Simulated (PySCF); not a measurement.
B(OH)2(OEt) (C₂H₇BO₃), SMILES CCOB(O)O. Heavy atoms are numbered as in [B:1]([OH:2])([OH:4])[O:6][CH2:7][CH3:8]. Hydrogens are named by the atom that carries them.

Geometry optimised at PBE0-D3(BJ)/def2-SVP. The values are those of a single conformer.

Calculation: PySCF with PBE/def2-TZVP.

Atomic charges (e), one atom of each kind:

```
atom      Mulliken  meta-Löwdin
--------  --------  -----------
B1            0.25         0.51
O2 (OH)      -0.38            …
H on O2       0.29         0.34
O6           -0.24            …
C7 (CH2)     -0.01         0.01
C8 (CH3)     -0.36            …
H on C7       0.10         0.11
H on C8       0.12            …
```

What belongs in the gaps? (Estimate from the structure and the level; the computed values follow.)


- O2 (OH), meta-Löwdin: -0.51
- O6, meta-Löwdin: -0.37
- C8 (CH3), meta-Löwdin: -0.36
- H on C8, meta-Löwdin: 0.12

Computed Mayer and Wiberg (Löwdin basis) orders of the bonds:
```
bond   Mayer  Wiberg
-----  -----  ------
B1–O2   1.35    1.97
B1–O4   1.30    1.93
B1–O6   1.30    1.84
O6–C7   0.96    1.38
C7–C8   1.02    1.33
```
